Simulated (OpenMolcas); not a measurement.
# N II: CASPT2 settings compared

```yaml
Program: OpenMolcas 26.06
Basis: ANO-L-VQZP [5s4p3d2f]
Scalar_Hamiltonian: non-relativistic, point nucleus
Active_space: 4 electrons in 8 orbitals (2s 2p 3s 3p)
State_averaging: 2S+1 = 3 even, 3 roots; 2S+1 = 1 even, 6 roots kept (CI in the orbitals of an earlier block); 2S+1 = 5 odd, 1 root; 2S+1 = 3 odd, 9 roots kept (CI in the orbitals of an earlier block); 2S+1 = 1 odd, 5 roots kept (CI in the orbitals of an earlier block)
Spin-orbit_coupling: state interaction with AMFI integrals over the reference wave functions, term energies averaged over their components
```

Methods on the same reference wave functions:
A. CASSCF
B. SS-CASPT2, IPEA 0.1 Eh, real shift 0.5 Eh (closed shells correlated: 1s)
C. SS-CASPT2, IPEA 0.75 Eh, imaginary shift 0.25 Eh (closed shells correlated: 1s)
D. SS-CASPT2, IPEA 0.5 Eh, real shift 0.5 Eh (closed shells correlated: 1s)

Energies in cm-1 above 2s2 2p2 3P0, the measured ground level; measured values from NIST Handbook of Basic Atomic Spectroscopic Data.

| Level | A | B | C | D | Measured |
| --- | --- | --- | --- | --- | --- |
| 2s2 2p2 3P0 | 0.0 | 0.0 | 0.0 | 0.0 | 0.0 |
| 2s2 2p2 3P1 | 45.3 | 45.3 | 45.3 | 45.3 | 48.7 |
| 2s2 2p2 3P2 | 135 | 135 | 135 | 135 | 131 |
| 2s2 2p2 1D2 | 17763 | 15650 | 15370 | 15500 | 15316 |
| 2s2 2p2 1S0 | 29697 | 32250 | 31840 | 31950 | 32689 |
| 2s 2p3 5S* 2 | 37170 | 44580 | 44110 | 44210 | 46785 |
| 2s 2p3 3D* 1 | 95888 | 90790 | 91260 | 91360 | 92251 |
| 2s 2p3 3D* 2 | 95891 | 90790 | 91260 | 91360 | 92250 |
| 2s 2p3 3D* 3 | 95896 | 90800 | 91260 | 91370 | 92236 |
| 2s 2p3 3P* 0 | 112146 | 109340 | 109340 | 109490 | 109223 |
| 2s 2p3 3P* 1 | 112149 | 109340 | 109350 | 109490 | 109216 |
| 2s 2p3 3P* 2 | 112155 | 109350 | 109350 | 109500 | 109217 |

Deviations, from unrounded energies. A percentage is the sum of absolute deviations over the sum of measured energies, with the sign that they share, or ± where signs differ.

```
                        Against measurement  Levels      A     B     C     D
             mean absolute deviation (cm-1)      11   3200   700   630   630
      fine structure of the ground term (%)       2   ±4.1  ±4.0  ±4.0  ±4.0
other terms of the ground configuration (%)       2  ±11.3  ±1.6  ±1.9  ±1.9
                   other configurations (%)       7   ±4.5  ±1.1  ±0.9  ±0.9
```

C, D lie about equally close to measurement and A furthest from it. The largest miss of C in the table is 2s 2p3 5S* 2, by -2700 cm-1. The ranking rests on the paired levels alone, and a cruder setting can come out closer through cancelling errors.

Among B to D the level of the table that moves most is 2s 2p3 3D* 3, by 570 cm-1 (lowest in B, highest in D). Moves below CASPT2's spread within the term are not significant.

The mean deviations of B to D differ by less than CASPT2's widest spread within a term (90 cm-1), so their order carries little weight.

From A to B the spin-free energies of the other terms of 2s2 2p2 shown, above 3P, scale by factors of 0.88 to 1.09.

The lowest spin-free term lies below A's lowest term by 0.062 hartree in B, 0.059 hartree in C, 0.059 hartree in D.

CASPT2 breaks the degeneracy within a term, and the mean is taken; among the terms shown or strongly mixed into the levels shown the widest spread is 90 cm-1 (2s 2p3 3D*, C). Terms from blocks run as CI alone lack orbitals of their own. Active for correlation alone: 3p 3s; no level in the range computed is led by a configuration that fills them, so any true level of that kind is missing. Without dynamic correlation excited terms often stand tens of per cent too high (terms of higher spin than the ground term too low), and those without a measured partner can miss by more than the paired ones (holds for A). Measured partners are found by configuration, term and J. A level has none where our copy of the source lacks it or the pairing is in doubt (some pairs that miss far off the trend of their configuration count as doubtful), and it then counts in no deviation. Levels of configurations outside the active space are missing. Levels that lie high or do not pair safely by name in every column are left out.

* marks odd parity.
